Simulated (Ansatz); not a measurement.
Computed with Ansatz on PBE0-D4/def2-TZVP structures; ΔE is electronic, products minus reactants. CCSD(T)/CBS is the MP2 limit (def2-TZVPP, def2-QZVPP) plus CCSD(T) − MP2 in def2-TZVPP, frozen cores. This one scheme is used for every species. DFT in def2-TZVPP. For Mg outer-core shells are correlated without core-valence functions, which leaves a few kJ/mol of doubt a bond. One conformer a species, not always the lowest.

Reaction (ligand exchange at a Mg–O bond): `[OH][Mg][O][SiH3]` + `O[SiH3]` → `[SiH3][O][Mg][O][SiH3]` + H₂O

```tsv
level	ΔE (eV)
CAM-B3LYP-D4	-0.34
r2SCAN0	-0.36
MP2/def2-SVP	-0.40
CCSD/def2-SVP	-0.42
CCSD(T)/def2-SVP	-0.42
MP2/def2-TZVPP	-0.39
CCSD/def2-TZVPP	-0.40
MP2/CBS(def2)	-0.43
```

Problem. What does CCSD(T)/CBS give? (An estimate is asked.)

Solution. Ansatz gave: -0.45 eV. The listed levels differ from it by 0.11, 0.09, 0.05, 0.03, 0.03, 0.06, 0.05, 0.02 eV.

Largest T1 diagnostic among the species: 0.011.

Leaving LDA and LC-ωPBE aside and taking each functional with its dispersion term where it has one, the values, not all of them listed here, spread over 0.05 eV, from B97M-V to PBE-D4. From BLYP to BHLYP (50 % exact exchange), in def2-TZVPP and without D4, ΔE moves by −0.05 eV.
